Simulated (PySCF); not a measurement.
Diatomic cations of Sr with group 13

PBE0 with double-zeta basis sets in PySCF, for the lowest determinant that a PBE0 search found; no spin–orbit coupling. De refers to high-spin ground-configuration atoms (the charge goes to the atom of lower measured ionisation energy or higher electron affinity, which is not always the lowest computed limit). A positive dipole points towards Sr; it is taken about the centre of mass and depends on that origin.

```
 M     basis  charged atom  state (unpaired electrons)  Re (Å)  ωe (cm⁻¹)  De (eV)  μ (D)
 B  def2-SVP           Sr+          triplet (σ ↑, π ↑)   2.619        391     1.19   4.97
Al  def2-SVP           Sr+      singlet (closed shell)   3.640        139     1.27   0.57
In  def2-SVP           Sr+      singlet (closed shell)   3.796       82.9     1.42   5.14
Tl  def2-SVP           Sr+      singlet (closed shell)   3.832       71.6      n/a   7.01
```

The row for M = Ga is missing. Estimate Re, ωe and De as the mean of the rows for Al and In, and compare with the calculation.

The means are 3.718 Å, 111 cm⁻¹ and 1.34 eV. PBE0 in def2-SVP gives SrGa⁺ as a singlet (closed shell) with Re = 3.621 Å, ωe = 101 cm⁻¹, De = 1.30 eV, so the estimate is off by +9.7 pm, +10 % and +0.04 eV.

Closed-shell solutions of metal pairs were not tested for spin polarisation, which can lower them a little. Spin–orbit coupling is left out, which matters for elements this heavy, above all for dissociation energies. For an ion De counts to the pair picked by the measured ionisation energies or electron affinities, which need not be the lowest pair at this level. States were picked by a PBE0 search and need not be the measured ground states.
